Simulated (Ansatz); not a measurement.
Ideal-gas functions of FGaH₂OS, SMILES `[OH][Ga]([F])[SH]` at 500 K and 1 bar, from an Ansatz frequency run at PBE0-D4/def2-TZVP.

Molar mass 138.8 g/mol, point group Cs (symmetry number 1), electronic degeneracy 1, moments of inertia 82.837, 178.734, 261.571 u Å². Harmonic wavenumbers (cm⁻¹, unscaled): 132, 177, 191, 216, 312, 414, 690, 715, 732, 845, 2712, 3906.

Use S(trans) = R[1.5 ln M + 2.5 ln T − 1.1517]; rotational temperatures θ = 24.2544 K / I; S(rot) = R[ln(√π/σ · √(T³/θAθBθC)) + 1.5]; for each mode x = 1.438777 ν̃/T, S = R[x/(eˣ − 1) − ln(1 − e⁻ˣ)] and H = RT x/(eˣ − 1); 1 cm⁻¹ = 0.0119627 kJ/mol; R = 8.31446 J/(mol·K).

**Question.** By hand: the entropy, in J/(mol·K).

**Answer.** Translation 181.1. Rotation: θ = 0.2928, 0.1357, 0.0927 K, giving 118.0. Vibration, mode by mode: 16.41, 14.01, 13.39, 12.40, 9.48, 7.33, 3.86, 3.64, 3.50, 2.71, 0.03, 0.00, in all 86.8. Electronic 0.0. Sum 385.9 J/(mol·K).

**Question.** By hand: H − E and G − E in kJ/mol, counted from the electronic energy.

**Answer.** Zero-point energy ½ × 11042 × 0.0119627 = 66.0; thermal vibration 22.2; translation, rotation and pV give 4 RT = 16.6. H − E = 104.8 kJ/mol, and G − E = 104.8 − 500 × 385.9/1000 = -88.1 kJ/mol.

Vibration gives 22 % of the entropy, 16.4 J/(mol·K) of it from the mode under 150 cm⁻¹: soft modes count most, and the harmonic formula is weakest for them. The sum counts one conformer and one mirror image; others add a mixing term.
